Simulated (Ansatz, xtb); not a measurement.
Two isomers of C3H9BSi

Structure a is `B1CCC[SiH2]1`, a singlet and structure b is `C=CBC[SiH3]`, a singlet. Both are isolated molecules in the gas phase, relaxed with PBE0-D3(BJ)/def2-SVP; the shapes shown needn't be the lowest conformers.

a (Å):

```yaml
atoms:
  - { symbol: C, position_ang: [-1.7024, 1.5542, -1.6413] }
  - { symbol: C, position_ang: [-1.6624, 1.8739, -0.1380] }
  - { symbol: C, position_ang: [-1.0895, 0.6810, 0.6427] }
  - { symbol: B, position_ang: [-0.4663, 0.7368, -2.1314] }
  - { symbol: Si, position_ang: [0.3755, 0.0729, -0.4155] }
  - { symbol: H, position_ang: [-0.2133, 0.5635, -3.2997] }
  - { symbol: H, position_ang: [-2.4744, 0.7624, -1.8233] }
  - { symbol: H, position_ang: [-2.0227, 2.3974, -2.2746] }
  - { symbol: H, position_ang: [-2.6564, 2.1646, 0.2415] }
  - { symbol: H, position_ang: [-1.0123, 2.7535, 0.0147] }
  - { symbol: H, position_ang: [-1.8370, -0.1308, 0.6972] }
  - { symbol: H, position_ang: [-0.8296, 0.9446, 1.6789] }
  - { symbol: H, position_ang: [0.7172, -1.3743, -0.2423] }
  - { symbol: H, position_ang: [1.6071, 0.8774, -0.1062] }
```

b (Å):

```xyz
14

C    -0.9180    3.1714   -2.4834
C    -0.3289    2.2975   -1.6486
C    -0.0324   -0.2468   -0.7237
B    -0.6600    0.7844   -1.6981
Si   -1.1530   -0.3496    0.8013
H    -0.6968    4.2450   -2.4761
H    -1.6564    2.8317   -3.2185
H     0.4037    2.6918   -0.9309
H    -1.4961    0.4188   -2.5009
H     0.0077   -1.2716   -1.1266
H     0.9593    0.0464   -0.3400
H    -2.5380   -0.7626    0.4216
H    -1.2260    0.9743    1.4915
H    -0.6070   -1.3549    1.7648
```

Energies in hartree; the thermal terms are from GFN2-xTB frequencies at re-optimised GFN2-xTB minima (ideal gas, soft modes damped towards free rotors, one conformer each, 298.15 K, 1 atm) and include the zero-point energy:

|  | a | b |
| --- | --- | --- |
| E, CCSD(T)/def2-SVP | −432.933848 | −432.934440 |
| E, MP2/def2-SVP | −432.843380 | −432.841946 |
| E, MP2/def2-TZVPP | −433.232416 | −433.232783 |
| zero-point energy | 0.110214 | 0.104156 |
| H(298 K) − E | 0.117460 | 0.113139 |
| G(298 K) − E | 0.081051 | 0.072036 |

Q: Correct the CCSD(T) difference for the basis set by the MP2 change, then work out ΔE, ΔE₀, ΔH and ΔG for a → b in kcal/mol (1 Eh = 627.51 kcal/mol) and the equilibrium ratio [b]/[a].

A: 1. Differences b − a: CCSD(T) −0.000592, MP2 in the small set +0.001434, MP2 in the large set −0.000367 Eh.
2. ΔE = −0.000592 + (−0.000367 − (+0.001434)) = −0.002393 Eh = −1.50 kcal/mol.
3. ΔE₀ = ΔE + ΔZPE = −0.002393 + (−0.006058) Eh = −5.30 kcal/mol.
4. ΔH = ΔE + (−0.004321) Eh = −4.21 kcal/mol.
5. ΔG = ΔE + (−0.009015) Eh = −7.16 kcal/mol, so ΔS = (ΔH − ΔG)/T = +41.3 J/(mol K).
6. kT = 0.9442 mEh, so K = [b]/[a] = exp(−ΔG/kT) = exp(+12.08) ≈ 1.8 × 10^5.

The sums favour b, but ΔE leans on the basis-set step (CCSD(T) alone has the other sign or is under 1 kcal/mol), so the order isn't settled. An error of 1 kcal/mol in ΔG would change K by a factor of 5.4. GFN2-xTB, HF/STO-3G, r2SCAN-D4/def2-SVP, PBE0-D3(BJ)/def2-SVP, MP2/def2-SVP gave ΔE the other sign. Mirror images and further conformers aren't counted.

As drawn, b has 1 C=C, 1 C–B, 1 Si–H in place of 2 C–C, 1 B–Si, 1 C–H. Structure a has a 5-membered ring, b no ring.

Other levels gave ΔE = +12.0 (GFN2-xTB); +28.0 (HF/STO-3G, GFN2-xTB geometries); +1.6 (r2SCAN-D4/def2-SVP, GFN2-xTB geometries); +6.1 (PBE0-D3(BJ)/def2-SVP); −4.9 (HF/def2-SVP); +0.9 (MP2/def2-SVP); −0.4 (CCSD(T)/def2-SVP) kcal/mol. The correlated steps freeze 9 core orbitals. Programs: Ansatz 0.2.0, xtb 6.7.1.
